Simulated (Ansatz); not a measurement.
Basis-set series for C₂H₇InO, SMILES `[CH3][In]([CH3])[OH]`. Charge 0, multiplicity 1. In: def2 effective core potential. The geometry is a stationary point of PBE0-D4/def2-TZVP. It is one conformer, not always the lowest.

Cartesian coordinates in Å:
```
C -0.663 -1.056 -1.572
In 0.077 0.241 -0.028
C 0.389 0.125 2.083
O 0.656 2.049 -0.679
H -1.040 -0.466 -2.408
H -1.461 -1.698 -1.196
H 0.148 -1.693 -1.932
H 0.732 1.097 2.439
H 1.143 -0.629 2.317
H -0.534 -0.145 2.598
H 0.552 2.176 -1.624
```

```csv
functional,basis,functions,energy (Eh),HOMO (eV),LUMO (eV)
PBE0-D4,def2-SVP,103,-345.48459,-7.32,-0.55
PBE0-D4,def2-QZVPP,463,-345.69686,-7.46,-0.72
ωB97M-V,def2-SVP,103,-345.52320,-9.51,1.00
ωB97M-V,def2-QZVPP,463,-345.74438,-9.64,0.51
```

Question: Give the rows for def2-TZVPP. (An estimate is asked.)

Answer: Computed: 
```
functional       basis  functions  energy (Eh)  HOMO (eV)  LUMO (eV)
   PBE0-D4  def2-TZVPP        241   -345.68524      -7.44      -0.69
   ωB97M-V  def2-TZVPP        241   -345.73293      -9.62       0.64
```

Positive LUMOs are unbound and depend on the basis.
